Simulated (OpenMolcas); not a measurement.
# O I: effect of the IPEA shift

```yaml
Program: OpenMolcas
Basis: ANO-R3 [4s4p2d1f]
Scalar_Hamiltonian: X2C, finite nucleus
Active_space: 4 electrons in 3 orbitals (2p)
State_averaging: 2S+1 = 3 even, 3 roots; 2S+1 = 1 even, 6 roots
Spin-orbit_coupling: RASSI with atomic mean-field integrals over the reference wave functions, term energies averaged over their components
```

Methods on the same reference wave functions:
A. CASSCF
B. SS-CASPT2, IPEA 0.25 Eh, imaginary shift 0.1 Eh (closed shells correlated: 1s 2s)
C. SS-CASPT2, IPEA 0.5 Eh, imaginary shift 0.1 Eh (closed shells correlated: 1s 2s)

Energies in eV above 2s² 2p⁴ ³P₂, the measured ground level; measured values from NIST Handbook of Basic Atomic Spectroscopic Data.

| Level | A | B | C | Measured |
| --- | --- | --- | --- | --- |
| 2s² 2p⁴ ³P₂ | 0.0000 | 0.0000 | 0.0000 | 0.0000 |
| 2s² 2p⁴ ³P₁ | 0.0184 | 0.0184 | 0.0184 | 0.0196 |
| 2s² 2p⁴ ³P₀ | 0.0274 | 0.0274 | 0.0274 | 0.0281 |
| 2s² 2p⁴ ¹D₂ | 2.1902 | 1.947 | 1.923 | 1.9674 |
| 2s² 2p⁴ ¹S₀ | 5.4289 | 4.392 | 4.429 | 4.1897 |

Deviations, from unrounded energies. A percentage is the sum of absolute deviations over the sum of measured energies, with the sign that they share, or ± where signs differ.

```json
{"Against measurement": "mean absolute deviation (cm-1)", "Levels": "4", "A": "3000", "B": "450", "C": "580"}
{"Against measurement": "fine structure of the ground term (%)", "Levels": "2", "A": "-4.2", "B": "-4.2", "C": "-4.2"}
{"Against measurement": "other terms of the ground configuration (%)", "Levels": "2", "A": "+23.7", "B": "±3.6", "C": "±4.6"}
```

B lies closest to measurement on these levels and A furthest from it. The largest miss of B in the table is 2s² 2p⁴ ¹S₀, by +1600 cm-1. The ranking rests on the paired levels alone, and a cruder setting can come out closer through cancelling errors.

Between B and C the level of the table that moves most is 2s² 2p⁴ ¹S₀, by 300 cm-1 (lowest in B, highest in C). Moves below CASPT2's spread within the term are not significant.

The mean deviations of B to C differ by less than CASPT2's widest spread within a term (170 cm-1), so their order carries little weight.

From A to B the spin-free energies of the other terms of 2s² 2p⁴ shown, above ³P, scale by factors of 0.81 to 0.89.

The lowest spin-free term lies below A's lowest term by 0.172 hartree in B, 0.167 hartree in C.

CASPT2 breaks the degeneracy within a term, and the mean is taken; among the terms shown or strongly mixed into the levels shown the widest spread is 170 cm-1 (2s² 2p⁴ ¹D, C). With the s shell closed, the reference lacks s² → p² mixing. Without dynamic correlation excited terms often stand tens of per cent too high (terms of higher spin than the ground term too low), and those without a measured partner can miss by more than the paired ones (holds for A). Computed and measured levels are paired by configuration, term and J; levels that our copy of the source lacks, or whose pairing is in doubt (as where it misses far off the trend of its configuration), stay unpaired and out of the deviations. Levels of configurations outside the active space are missing.
